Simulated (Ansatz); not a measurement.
Species: AuH (charge 0, singlet). 
Coordinates optimised at B3LYP-D3(BJ)/def2-TZVP (Ansatz, a first-principles code):
```
Au
H 1 1.5467
```
Charge 0, spin multiplicity 1.

Basis-set convergence of Hartree-Fock and CCSD correlation energies (hartree) with Ansatz. Correlated levels leave the core frozen unless marked. No spin-orbit coupling. Frozen are the shells of the preceding noble gas and the d and f shells that filled before the atom's block. In def2 rows, elements after Kr have scalar-relativistic effective core potentials.

The T1 diagnostic of CCSD in the largest basis is 0.032, which is high, so the coupled-cluster rows are less sure than usual.

```
basis       functions       E(HF)  E(corr, CCSD)
----------  ---------  ----------  -------------
def2-SVP           37  -135.34320       -0.28338
def2-TZVPP         70  -135.35145       -0.38549
def2-QZVPP        118  -135.35266       -0.40818
```

Extrapolating the two largest sets (X = 3 and 4) as X^-3: E(corr) = (64·(-0.40818) - 27·(-0.38549))/37 = -0.4247 Eh, an estimate of the basis-set limit. The largest set recovers 96.1 % of it, the smallest 66.7 %.
